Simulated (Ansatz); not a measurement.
A nudged elastic band was laid between two geometries of ClGeH6OSbSi (11 atoms, charge 0, multiplicity 1).

The calculation used Ansatz, RKS B3LYP-D4/def2-SVP.

```yaml
movable_images: 7
climbing_image: yes
spring: 5.0 eV/Å²
optimiser: quadratic models (default)
start_path: IDPP
force_threshold: 0.03 eV/Å
iteration_limit: 25
end_points: relaxed
```

Initial state:

```xyz
11
Properties=species:S:1:pos:R:3
O -0.321 1.222 1.419
Si 1.145 1.216 0.629
Sb 1.556 -0.940 -0.816
Ge -1.064 -1.302 -0.945
Cl -2.008 0.694 -1.253
H -1.093 1.301 0.834
H 1.300 2.378 -0.296
H 2.203 1.254 1.672
H 1.599 -1.908 0.611
H -1.532 -2.116 -2.171
H -1.720 -1.855 0.336
```

Final state:

```xyz
11
Properties=species:S:1:pos:R:3
O -0.364 0.960 1.595
Si 1.074 1.143 0.760
Sb 1.495 -0.808 -0.928
Ge -1.126 -0.972 -1.266
Cl -1.731 1.017 -1.970
H -0.461 0.167 2.135
H 0.967 2.421 0.015
H 2.251 1.193 1.683
H 1.435 -1.946 0.372
H -1.529 -1.960 -2.383
H -1.945 -1.273 0.007
```

Problem. Which bonds break or form, and what moves?

Solution. No bond is made or broken. The dihedral H6–O1–Si2–Sb3 goes from -68 to 60°.

Problem. What energy profile does the band end with?

Solution. It converged. The highest image is number 5 of 0 to 8, 0.201 eV above the first end and 0.039 eV above the last; the last end lies 0.162 eV above the first. A vibrational analysis at the climbing image gives one clearly imaginary mode, 267i cm⁻¹: a first-order saddle point.

| image | path coordinate (Å) | energy (eV) | dihedral H6–O1–Si2–Sb3 (°) |
| --- | --- | --- | --- |
| 0 | 0.00 | 0.000 | -68 |
| 1 | 0.40 | 0.015 | -75 |
| 2 | 0.80 | 0.061 | -75 |
| 3 | 1.19 | 0.119 | -65 |
| 4 | 1.59 | 0.168 | -43 |
| 5 | 1.99 | 0.201 | -2 |
| 6 | 2.25 | 0.186 | 26 |
| 7 | 2.50 | 0.167 | 49 |
| 8 | 2.76 | 0.162 | 60 |

Problem. What is the geometry of the highest image?

Solution. 
```xyz
11
Properties=species:S:1:pos:R:3
O -0.242 1.030 1.699
Si 1.129 1.166 0.759
Sb 1.508 -0.877 -0.830
Ge -1.109 -1.011 -1.188
Cl -1.701 0.955 -1.961
H -0.814 0.262 1.596
H 1.058 2.387 -0.089
H 2.327 1.267 1.642
H 1.397 -1.966 0.507
H -1.567 -2.053 -2.230
H -1.922 -1.217 0.116
```

Problem. What are the harmonic wavenumbers there?

Solution. 267i, 35, 57, 74, 93, 185, 218, 296, 395, 401, 419, 541, 588, 632, 730, 742, 753, 860, 881, 909, 971, 1901, 2074, 2119, 2213, 2235, 3887 cm⁻¹.

The band took 18 iterations and of the order of 27 core-minutes.

The run took 14 min on 2 threads of Arm Neoverse V2, on a shared host, peak memory 0.43 GiB.
